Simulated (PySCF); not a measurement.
**Correlation energy of N+ (nitrogen, charge +1)**

[He] 2s2 2p2, high-spin 3P determinant. Calculation: PySCF 2.14, in jorge-DZP-DKH; scalar relativity by spin-free X2C-1e. Frozen: 1s2; 4 electrons correlated.

MP2 pair energies summed by pair of shells (mhartree):

```tsv
pair	energy	share (%)
2s-2p	-31.48	58.3
2s-2s	-17.76	32.9
2p-2p	-4.72	8.7
```

Total MP2 correlation energy: -53.95 mhartree.

Same-spin part -8.05 and opposite-spin part -45.90 mhartree; SCS-MP2 scales them by 1/3 and 6/5 to -57.76 mhartree.

| level | correlation energy (mhartree) |
| --- | --- |
| CCSD | -75.51 |
| (T) | -0.72 |
| CCSD(T) | -76.23 |

Diagnostics: T1 = 0.0059, D1 = 0.0110, largest double amplitude 0.123.

Q: Is a single reference adequate?

A: Mostly. T1 lies below 0.03, but a double amplitude of this size points to a near-degeneracy that CCSD handles and MP2 describes poorly.
